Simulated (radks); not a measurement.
Values are calculated unless marked as measured or tabulated.
Removal energies from the sulfur ion S13+, [He] 2s1, by Delta-SCF beside the eigenvalue of the level emptied. Level of theory: non-relativistic Kohn-Sham, PBE, spin-polarised, spherical densities, point nucleus (a radial shooting solver on a logarithmic mesh with Libxc functionals). Open shells are filled with parallel spins first.

removed from  final configuration  Delta-SCF (eV)  -eigenvalue (eV)
2s                           [He]          705.68            682.57
1s                        1s1 2s1          3126.7            3032.9
